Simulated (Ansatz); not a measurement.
`[CH3][Sn]([F])([F])[Cl]` → `[F][Sn][F]` + `CCl`  (stannylene formation by 1,1-elimination)

Isolated molecules relaxed with PBE0-D4/def2-TZVP in Ansatz; ΔE leaves out vibrations. CCSD(T)/CBS adds triple-zeta CCSD(T) − MP2 to the extrapolated MP2 energy (def2 sets, frozen cores). This one scheme is used for every species. DFT in def2-TZVPP. Elements past krypton have def2 core potentials. For Sn outer-core shells are correlated without core-valence functions, which leaves a few kJ/mol of doubt a bond.

`[CH3][Sn]([F])([F])[Cl]`:

Z-matrix (Å, degrees):
```
C
Sn 1 2.106
H 1 1.089 2 108.7
H 1 1.089 2 108.1 3 119.9
H 1 1.089 2 108.7 3 -120.2
F 2 1.903 1 111.7 3 -178.1
F 2 1.903 1 111.7 3 -63.1
Cl 2 2.295 1 117.1 3 59.4
```

`[F][Sn][F]`:

```xyz
3

F     0.389    0.207   -1.430
Sn    0.582   -0.541    0.341
F    -0.971    0.334    1.088
```

`CCl`:

Z-matrix (Å, degrees):
```
C
Cl 1 1.773
H 1 1.088 2 108.6
H 1 1.087 2 108.7 3 -120.0
H 1 1.088 2 108.7 3 120.0
```

```tsv
level	ΔE (eV)
revPBE	0.63
PBE0	0.97
```

Question: What does CCSD(T)/CBS give? (Best estimate.)

Answer: Computed: +1.12 eV. The listed levels differ from it by -0.49, -0.15 eV.

Largest T1 diagnostic among the species: 0.017.

The D4 term adds +0.14 eV with B3LYP and +0.08 eV with PBE0; it sums over pairs of atoms, weighted by their polarisabilities, and B3LYP, whose exchange is more repulsive, gets the larger term. From PBE to PBE0 (25 % exact exchange), in def2-TZVPP and without D4, ΔE moves by +0.21 eV. Leaving LDA and LC-ωPBE aside and taking each functional with its dispersion term where it has one, the values, not all of them listed here, spread over 0.56 eV, from BLYP-D4 to PBE-QIDH. LDA lies +0.30 eV from PBE without D4.

B3LYP here is the variant with VWN-RPA as its local correlation; programs differ in this.
